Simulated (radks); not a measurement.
Charge is removed step by step from the 3p3/2 level of neutral potassium, starting from [Ne] 3s2 3p(1/2: 2, 3/2: 4) 4s1. Calculated with a radial shooting solver on a logarithmic mesh with Libxc functionals: Dirac Kohn-Sham, LDA (Slater exchange, Perdew-Wang correlation), spin-unpolarised, spherical densities, finite nucleus; Fermi nuclear charge, rms radius 3.4349 fm.

[
 {"removed (e)": "0", "E - E(0) (eV)": "0.000", "eigenvalue (eV)": "-18.747", "E minus straight line (eV)": "0.000"},
 {"removed (e)": "0.1", "E - E(0) (eV)": "1.932", "eigenvalue (eV)": "-19.902", "E minus straight line (eV)": "-0.555"},
 {"removed (e)": "0.2", "E - E(0) (eV)": "3.981", "eigenvalue (eV)": "-21.086", "E minus straight line (eV)": "-0.992"},
 {"removed (e)": "0.3", "E - E(0) (eV)": "6.150", "eigenvalue (eV)": "-22.295", "E minus straight line (eV)": "-1.310"},
 {"removed (e)": "0.4", "E - E(0) (eV)": "8.441", "eigenvalue (eV)": "-23.527", "E minus straight line (eV)": "-1.506"},
 {"removed (e)": "0.5", "E - E(0) (eV)": "10.856", "eigenvalue (eV)": "-24.781", "E minus straight line (eV)": "-1.578"},
 {"removed (e)": "0.6", "E - E(0) (eV)": "13.398", "eigenvalue (eV)": "-26.056", "E minus straight line (eV)": "-1.523"},
 {"removed (e)": "0.7", "E - E(0) (eV)": "16.068", "eigenvalue (eV)": "-27.351", "E minus straight line (eV)": "-1.340"},
 {"removed (e)": "0.8", "E - E(0) (eV)": "18.869", "eigenvalue (eV)": "-28.664", "E minus straight line (eV)": "-1.026"},
 {"removed (e)": "0.9", "E - E(0) (eV)": "21.802", "eigenvalue (eV)": "-29.995", "E minus straight line (eV)": "-0.580"},
 {"removed (e)": "1", "E - E(0) (eV)": "24.868", "eigenvalue (eV)": "-31.343", "E minus straight line (eV)": "0.000"}
]

Removing the whole electron costs 24.868 eV by Delta-SCF, against 18.747 eV from minus the eigenvalue at the starting occupation. Slater's transition state (half an electron removed) gives 24.781 eV. Integrating minus the eigenvalue over the occupation (Janak's theorem) gives 24.868 eV. The mean slope of the eigenvalue, de/dn, is 12.6 eV per electron.
